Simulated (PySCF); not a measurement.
## SnF⁻ from Hartree–Fock to correlated methods

State: ³Σ⁻ (triplet), unpaired electrons π ↑↑. Set-up: basis Sn def2-SVPD with ECP28, F def2-SVPD; scalar-relativistic core potentials; PySCF 2.14. De refers to Sn + F⁻ in their high-spin ground configurations, without counterpoise correction. The functionals are run spin-unrestricted. A positive dipole points towards F; it is taken about the centre of mass and depends on that origin.

```
      Level  Re (Å)  ωe (cm⁻¹)  De (eV)  μ (D)  CPU s a point (SCF and correlation, without the integrals)
        UHF   2.068        450      n/a  -2.10                                                        0.25
    UHF-MP2   2.103        427     2.51    n/a                                                        0.42
UHF-SCS-MP2   2.107        423     2.45    n/a                                                         n/a
   UHF-CCSD   2.097        432      n/a    n/a                                                         n/a
UHF-CCSD(T)   2.103        427     2.52    n/a                                                          27
        PBE   2.124        408     2.58  -2.17                                                         1.1
       BP86   2.122        410     2.57  -2.12                                                        0.61
       TPSS   2.107        422     2.65  -2.03                                                         1.4
     r²SCAN   2.088        437     2.79  -1.98                                                         1.4
       PBE0   2.091        434     2.63  -2.11                                                         1.8
    r²SCAN0   2.072        450      n/a  -2.02                                                         1.5
```

Q: Which functional lies closest to UHF-CCSD(T) in De, which farthest, and by how much do they differ from it?

A: Closest is BP86 (+1.9 pm in Re, -4.0 % in ωe, +0.05 eV in De against UHF-CCSD(T) in the same basis), farthest r²SCAN (-1.5 pm in Re, +2.3 % in ωe, +0.27 eV in De). CCSD(T) converges more slowly with the basis than the functionals do and binds too weakly in this one, so the order can change at the basis-set limit.

Q: What does the step from GGA to meta-GGA do here, going from PBE to r²SCAN?

A: r²SCAN less PBE: -3.6 pm in Re, +7.1 % in ωe, +0.21 eV in De. 

Q: What does a quarter of exact exchange do here, going from r²SCAN to r²SCAN0?

A: r²SCAN0 less r²SCAN: -1.6 pm in Re, +3.0 % in ωe. Exact exchange removes part of the self-interaction that spreads semilocal densities, and in most molecules shortens and stiffens the bond and lowers De; so it does here.

Correlated steps freeze 5 core orbitals. Correlated levels converge slowly with the basis: in double zeta they bind strong bonds too weakly, by up to about 1 eV, and carry superposition errors of some tenths. Spin–orbit coupling is left out, which matters for elements this heavy, above all for dissociation energies. For an ion De counts to the pair picked by the measured ionisation energies or electron affinities, which need not be the lowest pair at this level. The highest Kohn–Sham level is positive in this anion. Much of that is self-interaction error, but it also means that the finite basis helps to hold the extra electron. The state was picked by a PBE0 search and need not be the measured ground state.

The whole job (state search and all levels along the bond) took about 5.5 min on 1 thread of Arm Neoverse N1 (shared host), peak memory 0.7 GiB.
